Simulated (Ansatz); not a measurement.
Ansatz (a program for electronic structure) input (HF/3-21G): The .json file is the Basis Set Exchange's 3-21G.

Ansatz 0.2 input:
```yaml
crystal:
  periodic: [false, false, false]
  atoms:
    - {symbol: C, position_ang: [0.58240400, -0.78592000, 0.41261000]}
    - {symbol: C, position_ang: [-0.80110000, -0.41460300, 0.65693800]}
    - {symbol: Cl, position_ang: [-1.63767200, 0.16900700, -0.90370500]}
    - {symbol: Cl, position_ang: [1.79932900, 0.40702800, 0.39009000]}
    - {symbol: H, position_ang: [0.86121800, -1.73769700, -0.01329200]}
    - {symbol: H, position_ang: [-0.90413000, 0.41500000, 1.34907500]}
    - {symbol: H, position_ang: [-1.39307900, -1.26675400, 0.97837700]}
basis:
  gaussian:
    orbitals: 3-21G.json
hamiltonian:
  xc: {name: HF}
magnetization: {spin_polarized: true, initial_magnetization: 1}
relax: {f_tol: 0.003, max_steps: 120}
```

Output:

```
Functional definition: HF
integrals: 0.01 GiB planned
663 factors; integrals over basis functions are off by at most 5.1e-4 eV
mean field: 0.21 GiB planned
mean field evaluation 1: about -26980.6396 eV, gradient 1.3e1 eV
mean field evaluation 2: about -26980.8480 eV, gradient 1.3e1 eV
mean field evaluation 4: about -26982.4028 eV, gradient 2.2e0 eV
mean field evaluation 8: about -26982.5083 eV, gradient 1.8e-1 eV
mean field -26982.50920400 eV, -991.5889238455 hartree, gradient 1.7e-5 eV, S^2 0.774624; 0 other end points of the search recorded, 0 dependent functions left out
the calculation of the forces begins
reference -26982.50920400 eV, -991.5889238455 hartree; 25, 24 occupied and 25, 26 virtual orbitals, 663 factors
relax step   1: F+E_penalty+E_count = -26982.50920400 eV  Δ(F+E_penalty+E_count) = +0.000e0 eV  max|allowed force component| = 2.249e0 eV/Å  Δτ_max = 0.0000 Å  (49 SCF iters, accepted)
these checks for a lower state are left out or cut short: starts, cluster_reference, orbital_swaps, neighbouring_geometries, increment
integrals: 0.01 GiB planned
663 factors; integrals over basis functions are off by at most 5.2e-4 eV
mean field: 0.21 GiB planned
mean field evaluation 16: about -26982.4035 eV, gradient 2.7e-2 eV
mean field -26982.62174201 eV, -991.5930595408 hartree, gradient 8.3e-5 eV, S^2 0.779186; 0 other end points of the search recorded, 0 dependent functions left out
the calculation of the forces begins
reference -26982.62174201 eV, -991.5930595408 hartree; 25, 24 occupied and 25, 26 virtual orbitals, 663 factors
relax step   2: F+E_penalty+E_count = -26982.62174201 eV  Δ(F+E_penalty+E_count) = -1.125e-1 eV  max|allowed force component| = 1.168e0 eV/Å  Δτ_max = 0.0326 Å  (43 SCF iters, accepted)
these checks for a lower state are left out or cut short: starts, cluster_reference, orbital_swaps, neighbouring_geometries, increment
integrals: 0.01 GiB planned
663 factors; integrals over basis functions are off by at most 5.2e-4 eV
mean field: 0.21 GiB planned
mean field -26982.68010055 eV, -991.5952041779 hartree, gradient 8.7e-5 eV, S^2 0.788085; 0 other end points of the search recorded, 0 dependent functions left out
the calculation of the forces begins
reference -26982.68010055 eV, -991.5952041779 hartree; 25, 24 occupied and 25, 26 virtual orbitals, 663 factors
relax step   3: F+E_penalty+E_count = -26982.68010055 eV  Δ(F+E_penalty+E_count) = -5.836e-2 eV  max|allowed force component| = 4.329e-1 eV/Å  Δτ_max = 0.0393 Å  (45 SCF iters, accepted)
these checks for a lower state are left out or cut short: starts, cluster_reference, orbital_swaps, neighbouring_geometries, increment
integrals: 0.01 GiB planned
663 factors; integrals over basis functions are off by at most 5.2e-4 eV
mean field: 0.21 GiB planned
mean field evaluation 32: about -26982.6838 eV, gradient 7.9e-4 eV
mean field -26982.68380938 eV, -991.5953404748 hartree, gradient 8.9e-5 eV, S^2 0.792068; 0 other end points of the search recorded, 0 dependent functions left out
the calculation of the forces begins
reference -26982.68380938 eV, -991.5953404748 hartree; 25, 24 occupied and 25, 26 virtual orbitals, 663 factors
relax step   4: F+E_penalty+E_count = -26982.68380938 eV  Δ(F+E_penalty+E_count) = -3.709e-3 eV  max|allowed force component| = 1.930e-1 eV/Å  Δτ_max = 0.0130 Å  (44 SCF iters, accepted)
these checks for a lower state are left out or cut short: starts, cluster_reference, orbital_swaps, neighbouring_geometries, increment
integrals: 0.01 GiB planned
663 factors; integrals over basis functions are off by at most 5.2e-4 eV
mean field: 0.21 GiB planned
mean field -26982.68472981 eV, -991.5953743000 hartree, gradient 9.0e-5 eV, S^2 0.795144; 0 other end points of the search recorded, 0 dependent functions left out
the calculation of the forces begins
reference -26982.68472981 eV, -991.5953743000 hartree; 25, 24 occupied and 25, 26 virtual orbitals, 663 factors
relax step   5: F+E_penalty+E_count = -26982.68472981 eV  Δ(F+E_penalty+E_count) = -9.204e-4 eV  max|allowed force component| = 4.831e-2 eV/Å  Δτ_max = 0.0151 Å  (45 SCF iters, accepted)
these checks for a lower state are left out or cut short: starts, cluster_reference, orbital_swaps, neighbouring_geometries, increment
integrals: 0.01 GiB planned
663 factors; integrals over basis functions are off by at most 5.2e-4 eV
mean field: 0.21 GiB planned
mean field -26982.68486737 eV, -991.5953793551 hartree, gradient 8.9e-5 eV, S^2 0.794959; 0 other end points of the search recorded, 0 dependent functions left out
the calculation of the forces begins
reference -26982.68486737 eV, -991.5953793551 hartree; 25, 24 occupied and 25, 26 virtual orbitals, 663 factors
relax step   6: F+E_penalty+E_count = -26982.68486737 eV  Δ(F+E_penalty+E_count) = -1.376e-4 eV  max|allowed force component| = 1.882e-2 eV/Å  Δτ_max = 0.0050 Å  (44 SCF iters, accepted)
these checks for a lower state are left out or cut short: starts, cluster_reference, orbital_swaps, neighbouring_geometries, increment
integrals: 0.01 GiB planned
663 factors; integrals over basis functions are off by at most 5.2e-4 eV
mean field: 0.21 GiB planned
mean field -26982.68489680 eV, -991.5953804365 hartree, gradient 2.5e-5 eV, S^2 0.795014; 0 other end points of the search recorded, 0 dependent functions left out
the calculation of the forces begins
reference -26982.68489680 eV, -991.5953804365 hartree; 25, 24 occupied and 25, 26 virtual orbitals, 663 factors
relax step   7: F+E_penalty+E_count = -26982.68489680 eV  Δ(F+E_penalty+E_count) = -2.943e-5 eV  max|allowed force component| = 2.254e-3 eV/Å  Δτ_max = 0.0015 Å  (36 SCF iters, accepted)
integrals: 0.01 GiB planned
663 factors; integrals over basis functions are off by at most 5.2e-4 eV
mean field: 0.21 GiB planned
mean field evaluation 64: about -26982.6779 eV, gradient 2.6e-1 eV
mean field -26982.68489680 eV, -991.5953804365 hartree, gradient 2.5e-5 eV, S^2 0.795014; 1 other end points of the search recorded, 0 dependent functions left out
the calculation of the forces begins
reference -26982.68489680 eV, -991.5953804365 hartree; 25, 24 occupied and 25, 26 virtual orbitals, 663 factors
Total energy: -26982.68489680 eV, -991.5953804365 hartree
Atom 0 at     0.570333    -0.828099     0.428663 Å, force     0.000146    -0.000691    -0.000742 eV/Å
Atom 1 at    -0.796947    -0.434619     0.705680 Å, force     0.002187    -0.001311     0.002254 eV/Å
Atom 2 at    -1.640253     0.161178    -0.954993 Å, force    -0.000201     0.000422     0.000601 eV/Å
Atom 3 at     1.840812     0.460357     0.399209 Å, force     0.000266     0.000340    -0.000121 eV/Å
Atom 4 at     0.850367    -1.734843    -0.058984 Å, force    -0.001170     0.000681     0.000773 eV/Å
Atom 5 at    -0.894890     0.418584     1.348550 Å, force    -0.000983     0.001106    -0.001427 eV/Å
Atom 6 at    -1.422451    -1.256498     1.001969 Å, force    -0.000245    -0.000547    -0.001337 eV/Å
Dipole moment:    -0.044487    -0.455962     0.444268 e Å
```

The geometry given is a B3LYP-D3(BJ)/def2-TZVP minimum.
